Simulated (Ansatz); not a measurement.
Basis-set extrapolation for `F[Si]([S])(Cl)Cl` radical (PBE0-D4/def2-TZVP geometry, frozen core, Ansatz). Multiplicity 2, UHF reference.

|  | def2-TZVPP | def2-QZVPP |
| --- | --- | --- |
| HF | -1705.186057 | -1705.236618 |
| MP2 correlation | -0.872906 | -0.961064 |
| CCSD(T) correlation | -0.960671 | not run |

Energies in hartree. Use E(X) = E(∞) + A·exp(−7.88·√X) for Hartree–Fock and E(X) = E(∞) + B·X^(−2.97) for correlation, with X = 3 and 4, and add CCSD(T) minus MP2 of the smaller set to the MP2 limit.

Task: What is the CCSD(T) energy at the basis-set limit?

Result: HF limit: -1705.236618 + (-0.050561) × 0.13774 = -1705.24358. MP2 limit: -0.961064 + (-0.088158) × 0.74074 = -1.02637. Higher-order term: -0.960671 − (-0.872906) = -0.08777. Total: -1706.35772 hartree, 554.0 kJ/mol below CCSD(T)/def2-TZVPP.
